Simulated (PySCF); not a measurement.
BBrH₄N₂. Atoms are numbered in the order given.

```xyz
8

B      0.0000     0.0000    -0.9636
Br     0.0000     0.0000     0.9934
N      0.0000     1.2476    -1.6094
H      0.0000     2.1159    -1.0958
H      0.0000     1.3546    -2.6141
N      0.0000    -1.2476    -1.6094
H      0.0000    -1.3546    -2.6141
H      0.0000    -2.1159    -1.0958
```
Charge 0, spin multiplicity 1.

Coordinates come from a PBE0-D3(BJ)/def2-SVP optimisation. The structure was generated by enumeration, and PubChem lists no compound with its InChIKey, so it may never have been made. Other conformers were not sampled.

Calculation: B3LYP/def2-TZVP (PySCF).

Gas-phase values at a fixed geometry.

The total energy comes out as -2711.14138 hartree and the point group is C2v. The highest occupied level is -7.17 eV and the lowest empty level is 0.30 eV. The orbital gap is 7.47 eV. The dipole moment is 0.636 e·Å and the quadrupole, principal values (traceless, Buckingham form, about the centre of nuclear charge) is -9.60, 4.24, 5.36 D·Å. The mean static polarisability is 49.1 bohr³ (7.28 Å³) and the polarisability, principal values comes out as 37.2, 51.1, 59.0 bohr³.
